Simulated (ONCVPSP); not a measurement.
Before and after: ONCV potential for hafnium

```json
{
 "Element": "Hf (Z = 72)",
 "Generator": "ONCVPSP 4.0.1",
 "Type": "optimised norm-conserving Vanderbilt (ONCV)",
 "Functional": "PBEsol",
 "Relativity": "fully relativistic",
 "Frozen core": "[Kr] 4d10 4f14",
 "Valence charge": "12",
 "Reference configuration": "5s2 5p6 5d2 6s2",
 "Partial waves": "5s+6s: rc 1.80 bohr, ncon 3, nbas 6, qcut 7.5 1/bohr, 2 projectors; 5p: rc 1.60 bohr, ncon 3, nbas 6, qcut 10.4 1/bohr, 2 projectors, debl 1.3 Ha; 5d: rc 2.45 bohr, ncon 4, nbas 8, qcut 7.1 1/bohr, 2 projectors, debl 3.7 Ha",
 "Local potential": "polynomial inside 1.10 bohr (lpopt 4, dvloc0 0 Ha)",
 "Core correction": "Teter function, fcfact 6, rcfact 1.55"
}
```

Open shells are filled in proportion to 2j + 1.

Change: d: rc 2.88.

Cutoffs: the cutoffs (Ha) at which the residual kinetic energy of the hardest occupied pseudo-wave falls to 1 and 0.1 mHa per electron; they do not see the model core or the augmentation charge, which bear on the density cutoff. Errors are all-electron minus pseudo energies relative to the spin-unpolarised reference configuration.

Q: How do hardness, ghosts and transferability respond?

A: The potential gets neither clearly harder nor softer (29 Ha and 35 Ha → 29 Ha and 35 Ha); a bound ghost appears in d, which as a rule spoils a file; of the 3 tests that both files solve, the error grows in 3 and shrinks in 0 by more than 15 % and 0.3 meV (median size 0.8 → 95.0 meV). More of the atom is replaced by a form fitted at one configuration, so other configurations suffer.

```csv
quantity,base,changed
"cutoff, loose",29 Ha,29 Ha
"cutoff, tight",35 Ha,35 Ha
loose cutoff by channel,"s 19 Ha, p 29 Ha, d 13 Ha","s 19 Ha, p 29 Ha, d 11 Ha"
bound ghosts,none,d3/2
GHOST(+) flags under 300 eV,s at 148.0 eV,s at 148.0 eV
tests with a reliable result,3 of 4,3 of 4
"error for 5s2 5p6 5d2 6s1, meV [ΔE 8.01 eV]",-1.0,-95
"error for 5s2 5p6 5d2 6s0, meV [ΔE 22.18 eV]",-0.8,-193
"error for 5s2 5p6 5d2 6s1.5, meV [ΔE 3.27 eV]",-0.2,-58
s: phases at 1.82 bohr within 0.05 rad from the reference energy up to (Ha; the scan ends near 5),to the end of the scan,to the end of the scan
p3/2: phases at 1.63 bohr within 0.05 rad from the reference energy up to (Ha; the scan ends near 5),4.5,4.5
p1/2: phases at 1.63 bohr within 0.05 rad from the reference energy up to (Ha; the scan ends near 5),to the end of the scan,to the end of the scan
"rms error of d²Exc/dni dnj with the model core, mHa",1.74,1.73
```

 A true bound ghost makes a file unfit for plane-wave use even where its test errors are small: the radial tests pick states by their node count and pass the ghost by.
